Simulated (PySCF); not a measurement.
Adding and removing an electron: RuF

UHF-CCSD(T); Ru def2-TZVPPD with ECP28, F def2-TZVPPD; scalar-relativistic core potentials (PySCF 2.14). Neutral (UHF): quartet (σ ↑, π ↑, δ ↑), Re = 1.919 Å, ωe = 544 cm⁻¹, De = 4.00 eV.

RuF⁺ (UHF): quintet (σ ↑, π ↑↑, δ ↑), Re = 1.823 Å, ωe = 712 cm⁻¹, De = 3.47 eV to Ru⁺ (4d7) + F. The energies at the minima are -194.38409 hartree for RuF and -194.09834 for RuF⁺.

Problem. Work out the adiabatic ionisation energy, without and with harmonic zero-point energies (1 hartree = 27.2114 eV, 1 eV = 8065.5 cm⁻¹), and the change of the bond length.

Solution. At UHF-CCSD(T): 0.28575 hartree = 7.776 eV between the minima; the zero-point term (712.0 − 544.0)/2 cm⁻¹ = +0.010 eV makes it 7.786 eV. Re changes by -9.6 pm against the neutral. The electron leaves a π orbital, and the shorter bond of the ion fits an antibonding orbital, or a change in how ionic the bond is.

RuF⁻ (ROHF): quintet (σ ↑, π ↑↑, δ ↑), Re = 1.987 Å, ωe = 487 cm⁻¹, De = 2.41 eV to Ru (4d7 5s1) + F⁻. The energies at the minima are -194.38409 hartree for RuF and -194.44536 for RuF⁻.

Problem. Work out the adiabatic electron affinity, without and with harmonic zero-point energies (1 hartree = 27.2114 eV, 1 eV = 8065.5 cm⁻¹), and the change of the bond length.

Solution. At CCSD(T): 0.06127 hartree = 1.667 eV between the minima; the zero-point term (544.0 − 487.0)/2 cm⁻¹ = +0.004 eV makes it 1.671 eV. Re changes by +6.8 pm against the neutral. More than one orbital changes its filling between the two states.

Correlated steps freeze 1 core orbital. UHF and ROHF references stand side by side, which adds small steps between rows. Spin–orbit coupling is left out, which matters for elements this heavy, above all for dissociation energies. For an ion De counts to the pair picked by the measured ionisation energies or electron affinities, which need not be the lowest pair at this level. The CCSD T1 diagnostic is raised in RuF⁻, a sign that a single reference may not be enough there. With d or f electrons several states lie close, and the lowest PBE0 determinant need not be the measured ground state.

Neutral and ion stand on different kinds of reference determinant, which adds to the error of the difference.
